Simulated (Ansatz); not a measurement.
Al2Ga5. Charge 0, multiplicity 2. Geometry PBE-D4/def2-SVP.

```xyz
7

Al   -0.399    0.225    1.813
Al    1.530   -1.197   -0.736
Ga    2.057    0.705    0.950
Ga   -0.630   -1.869    0.432
Ga   -0.250    0.113   -2.018
Ga   -2.296    0.166   -0.223
Ga   -0.013    1.856   -0.218
```

At HF/STO-3G the charge 0 doublet is spin-contaminated (final ⟨S²⟩ up to 5.54, 0.75 for a pure state). The structure comes from a short search, and lower isomers may exist.

Problem. Estimate the α-spin orbital energies around the gap (eV) in Ansatz with HF/STO-3G, PBE-D4/def2-SVP, PBE-D4/def2-TZVP, r2SCAN-D4/def2-TZVP, PBE0-D4/def2-TZVP.

Solution. 
```csv
orbital,HF/STO-3G,PBE-D4/def2-SVP,PBE-D4/def2-TZVP,r2SCAN-D4/def2-TZVP,PBE0-D4/def2-TZVP
HOMO−13,-21.63,-19.62,-19.47,-20.05,-22.87
HOMO−12,-21.58,-19.61,-19.45,-20.03,-22.85
HOMO−11,-19.43,-19.58,-19.43,-20.00,-22.82
HOMO−10,-15.91,-13.06,-12.93,-13.55,-14.63
HOMO−9,-14.19,-10.43,-10.32,-10.78,-11.67
HOMO−8,-13.65,-9.96,-9.86,-10.26,-11.13
HOMO−7,-10.44,-9.63,-9.54,-9.92,-10.81
HOMO−6,-8.91,-7.61,-7.54,-7.81,-8.49
HOMO−5,-7.58,-6.66,-6.60,-6.79,-7.31
HOMO−4,-7.25,-6.40,-6.34,-6.51,-7.02
HOMO−3,-7.02,-5.36,-5.28,-5.52,-5.97
HOMO−2,-6.01,-5.28,-5.20,-5.43,-5.87
HOMO−1,-5.85,-5.25,-5.18,-5.41,-5.82
HOMO,-5.23,-4.22,-4.16,-4.49,-4.88
LUMO,1.70,-3.36,-3.30,-3.31,-2.76
LUMO+1,2.74,-3.21,-3.15,-3.17,-2.59
LUMO+2,3.16,-3.09,-3.03,-3.03,-2.44
LUMO+3,3.90,-2.70,-2.64,-2.61,-2.06
LUMO+4,4.57,-2.60,-2.54,-2.51,-1.95
LUMO+5,5.39,-2.27,-2.21,-2.17,-1.63
β HOMO,-4.59,-5.17,-5.09,-5.33,-5.70
β LUMO,2.26,-3.61,-3.54,-3.37,-2.90
```
